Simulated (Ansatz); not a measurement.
Relaxation of C$_{2}$H$_{4}$SiZn (8 atoms, charge 0, multiplicity 1), to a largest force component of 0.02 eV/Å in at most 50 steps.

Computed with RKS PBE0/def2-SVP (Ansatz 0.2.0).

```xyz
8
Properties=species:S:1:pos:R:3
Si -0.352 1.113 -0.361
C 0.300 -0.480 0.096
C 0.125 -1.673 0.641
Zn 2.175 -1.419 -0.084
H -1.538 0.951 -1.297
H -0.853 1.876 0.836
H 0.658 1.961 -1.045
H -0.698 -0.066 0.238
```

Q: Where does it end, and by what steps?

A: It converged. After 14 steps the energy has fallen by 4.009 eV; H8 moved furthest, 1.15 Å. Parted: Si1–H8 (1.37 → 2.56 Å), C2–Zn4 (2.10 → 2.98 Å).

```csv
step,energy less start (eV),largest force component (eV/Å),accepted
0,0.0000,6.070,yes
1,-1.2757,3.228,yes
2,-2.4571,2.351,yes
3,-3.1681,1.542,yes
4,-3.5609,1.794,yes
5,-3.7178,1.317,yes
6,-3.8537,0.714,yes
7,-3.9174,0.550,yes
8,-3.9645,0.688,yes
9,-3.9744,0.521,yes
10,-4.0027,0.079,yes
11,-4.0068,0.057,yes
12,-4.0084,0.027,yes
13,-4.0084,0.032,no
14,-4.0085,0.015,yes
```

```xyz
8
Properties=species:S:1:pos:R:3
Si -0.368 1.198 -0.400
C -0.391 -0.526 0.334
C 0.532 -1.460 0.439
Zn 2.463 -1.074 -0.327
H -1.374 1.321 -1.500
H -0.697 2.222 0.640
H 1.010 1.430 -0.934
H -1.358 -0.848 0.770
```

Whether the end is a true minimum wasn't checked by a vibrational analysis.

Run time: 29 s on 2 threads of Intel(R) Xeon(R) 6975P-C (Granite Rapids), with other jobs on the host, peak memory 0.23 GiB.
